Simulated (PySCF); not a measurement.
Pd²⁺: excitation energy

Pd²⁺ [Kr] 4d8 (3F) → Pd²⁺ [Kr] 4d7 5s1 (5F), as a difference of total energies. Calculation: PySCF 2.14, in x2c-TZVPPall (8s6p6d2f1g, 79 functions); scalar relativity by spin-free X2C-1e. Correlated levels: valence and next inner shell: [Ar] 3d10 frozen. The calculations carry no spin-orbit coupling.

```json
{"method": "UHF", "excitation energy (eV)": "6.084"}
{"method": "MP2 (valence and next inner shell)", "excitation energy (eV)": "6.602"}
{"method": "SCS-MP2 (valence and next inner shell)", "excitation energy (eV)": "6.777"}
{"method": "CCSD (valence and next inner shell)", "excitation energy (eV)": "6.513"}
{"method": "CCSD(T) (valence and next inner shell)", "excitation energy (eV)": "6.518"}
```

Question: How much does correlation contribute at CCSD(T) (valence and next inner shell)?

Answer: 6.518 − (6.084) = 0.434 eV, measured against UHF.

The basis was made for the ground configuration and has no added diffuse functions, so the excitation energy can come out too high.
